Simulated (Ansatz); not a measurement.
LiAl, closed-shell singlet (the spin of the measured ground state), most abundant isotopes (7.0160 and 26.9815 u). Constants from fifth-degree fits in 1/R to seven points on the lowest solution found; no spin–orbit coupling, no relativity up to Kr; ω_e x_e and α_e move by some per cent with the fit.

Correlated levels freeze the cores. CBS(a, b) extrapolates the correlation energy as X⁻³ and adds the Hartree–Fock energy of set b.

Programs: Ansatz (Gaussian orbitals). 

At CCSD(T)/CBS(aug-cc-pV(Q+d)Z, aug-cc-pV(5+d)Z): B₀ = 0.36892 cm⁻¹, fundamental 309 cm⁻¹.

### Question
Taking the state as ¹Σ, work out the ideal-gas entropy and heat capacity at 298.15 K and 1 bar (rigid rotor, harmonic oscillator at the fundamental, no nuclear spin).

### Answer

Translation: S = R(1.5 ln M + 2.5 ln T − 1.1517) with M = 33.998 u gives 152.83 J/(mol K). Rotation: q = kT/(σhcB₀) = 561.7 with σ = 1 and hc/k = 1.43878 cm K, S = R(ln q + 1) = 60.95. Vibration: u = hcν/kT = 1.492, S = R(u/(eᵘ − 1) − ln(1 − e⁻ᵘ)) = 5.72. Sum S° = 219.5 J/(mol K). C_p = 7R/2 + R u² eᵘ/(eᵘ − 1)² = 36.03 J/(mol K).

Doubts at one or more of the structures used: a restricted determinant that unrestricted orbitals would lower (CCSD(T)/CBS(aug-cc-pV(Q+d)Z, aug-cc-pV(5+d)Z)).

Ansatz is a first-principles code.
